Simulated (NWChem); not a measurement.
System: SiHOF$_{3}$; SMILES F[Si](F)(F)O

```xyz
6

O      1.1282    -1.1693     0.0000
Si    -0.0021    -0.0112     0.0000
F      0.0991     0.9385    -1.2798
F     -1.4267    -0.7169     0.0000
F      0.0991     0.9385     1.2798
H      2.0593    -0.9312     0.0000
```
Atoms are numbered in this order, from 1.

Program: NWChem. Geometry: optimised at PBE0/def2-SVP. Vertical excitations in the gas phase; the lowest state need not have the same character in each row.

```json
[
 {"level": "PBE/def2-SVP, TDA", "lowest excitation, singlet (eV)": "8.26", "oscillator strength of that lowest state": "0.022", "orbital gap (eV)": "8.02"},
 {"level": "B3LYP/def2-SVP, TDA", "lowest excitation, singlet (eV)": "8.83", "oscillator strength of that lowest state": "0.029", "orbital gap (eV)": "10.23"},
 {"level": "CAM-B3LYP/def2-SVP, TDA", "lowest excitation, singlet (eV)": "9.05", "oscillator strength of that lowest state": "0.030", "orbital gap (eV)": "13.37"},
 {"level": "PBE0/def2-SVP, TDA", "lowest excitation, singlet (eV)": "?", "oscillator strength of that lowest state": "0.031", "orbital gap (eV)": "?"}
]
```

Task: What belongs in the gaps?

Result: 
- PBE0/def2-SVP, TDA, lowest excitation, singlet (eV): 9.16
- PBE0/def2-SVP, TDA, orbital gap (eV): 11.00
